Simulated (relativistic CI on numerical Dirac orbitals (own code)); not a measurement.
**Electric-dipole transitions in Dy²⁹⁺**

Computed by Dirac-Coulomb-Breit CI, orbitals from a KLI potential per configuration, QED by a radiative potential, unscaled Slater integrals (own radial code, finite nucleus).

Configurations in the expansion (outside the closed core [Ar] 3d10): 4s2 4p6 4d, 4s2 4p5 4d2, 4s2 4p6 4f, 4s 4p6 4d2, 4s2 4p5 4d 4f, 4s 4p6 4d 4f, 4s2 4p6 5s, 4s2 4p6 5p, 4s2 4p6 5d, 4s2 4p5 4d 5s, 4s2 4p6 5f, 4p6 4d2 4f, 4s2 4p5 4d 5p, 4s2 4p6 5g, 4s 4p6 4f 5s, 4s 4p6 4d 5s, 4s2 4p6 6s, 4s2 4p5 4d 5d, 4p6 4d3, 4p5 4d4, 4p5 4d3 4f, 4p6 4d 4f2, 4p5 4d2 4f2, 4p6 4f3, 4p5 4d 4f3, 4p6 4f2 5s, 4s 4p6 4f2, 4s 4p5 4f3, 4s 4p6 4f 5p, 4s 4p5 4f2 5p, 4p6 4f2 5p. Double excitations out of closed p, d and f shells are left out; levels of such configurations are missing from the list, as are those of other unlisted configurations, and high levels can miss mixing partners. These lack a partner that the ground configuration has and come out too high: 4s2 4p5 4d 5s, 4s2 4p5 4d 5p, 4s2 4p5 4d 5d, 4s2 4p6 5d, 4s2 4p6 5f.

```
λ vac (nm)                      Lower                        Upper   A (s⁻¹)  E lower (eV)  E upper (eV)
    2.4133      4s2 4p6 4d 2D_3/2 [1]     4s2 4p6 5f 2F°_5/2 [259]  2.37e+12         0.000       513.746
    2.4547      4s2 4p6 4d 2D_5/2 [2]     4s2 4p6 5f 2F°_7/2 [261]  3.06e+12         9.964       515.055
    3.1941    4s2 4p6 4f 2F°_7/2 [33]      4s2 4p6 5g 2G_9/2 [309]  4.13e+12       171.409       559.573
    6.0985      4s2 4p6 4d 2D_3/2 [1]     4s2 4p5 4d2 2D°_3/2 [45]  2.60e+12         0.000       203.302
    6.2180      4s2 4p6 4d 2D_5/2 [2]     4s2 4p5 4d2 2F°_7/2 [49]  1.92e+12         9.964       209.359
    6.2270      4s2 4p6 4d 2D_5/2 [2]     4s2 4p5 4d2 2P°_3/2 [48]  1.79e+12         9.964       209.071
    6.2469      4s2 4p6 4d 2D_5/2 [2]     4s2 4p5 4d2 2D°_5/2 [47]  2.28e+12         9.964       208.436
    6.3277      4s2 4p6 4d 2D_3/2 [1]     4s2 4p5 4d2 2P°_1/2 [41]  1.43e+12         0.000       195.938
    6.5777      4s2 4p6 4d 2D_3/2 [1]     4s2 4p5 4d2 2F°_5/2 [39]  1.55e+12         0.000       188.491
    7.0505    4s2 4p5 4d2 4F°_5/2 [5]    4s2 4p5 4d 4f 2F_7/2 [94]  2.98e+11       126.020       301.871
    7.1733   4s2 4p5 4d2 2G°_9/2 [24]  4s2 4p5 4d 4f 2H_11/2 [132]  7.02e+11       149.522       322.362
    7.2101    4s2 4p5 4d2 4G°_7/2 [6]    4s2 4p5 4d 4f 4H_9/2 [87]  5.21e+11       127.822       299.781
    7.2497  4s2 4p5 4d2 2H°_11/2 [20]  4s2 4p5 4d 4f 2I_13/2 [126]  7.03e+11       145.074       316.094
    7.2849   4s2 4p5 4d2 4G°_9/2 [10]  4s2 4p5 4d 4f 4H_11/2 [100]  3.77e+11       133.893       304.087
    7.2986   4s2 4p5 4d2 2G°_7/2 [14]   4s2 4p5 4d 4f 4G_9/2 [111]  4.52e+11       138.428       308.302
    7.3561  4s2 4p5 4d2 4G°_11/2 [13]  4s2 4p5 4d 4f 4H_13/2 [103]  3.66e+11       136.821       305.368
    7.3994   4s2 4p5 4d2 2G°_9/2 [19]  4s2 4p5 4d 4f 4G_11/2 [117]  5.44e+11       143.535       311.095
    7.5068   4s2 4p5 4d2 2F°_7/2 [49]   4s2 4p5 4d 4f 2G_9/2 [180]  1.15e+12       209.359       374.521
    7.6797      4s2 4p6 4d 2D_5/2 [2]      4s2 4p6 4f 2F°_7/2 [33]  2.12e+11         9.964       171.409
    7.9856      4s2 4p6 4d 2D_5/2 [2]     4s2 4p5 4d2 4F°_5/2 [30]  3.03e+11         9.964       165.223
```

Terms are leading LS components. Brackets give the number of a level in order of energy, since labels repeat. The list gives strong lines, with weight on those to low levels, without lines whose two gauges differ by over a factor of 2.5, among the lowest 400 of 8281 levels, so that lines to higher ones, which can be the strongest, are missing. Levels whose partners in the same complex of configurations lie outside the list can be far off, and so can their lines. Rates are taken at the computed energies, electric ones in the length gauge.

At this charge energies of transitions that change n are usually good to better than 1 %, and those within a shell (Δn = 0) to a few per cent.

LS names give the leading component of a level, which can be under half, so a name can repeat, a term be missing and a line seem to break the LS rules.
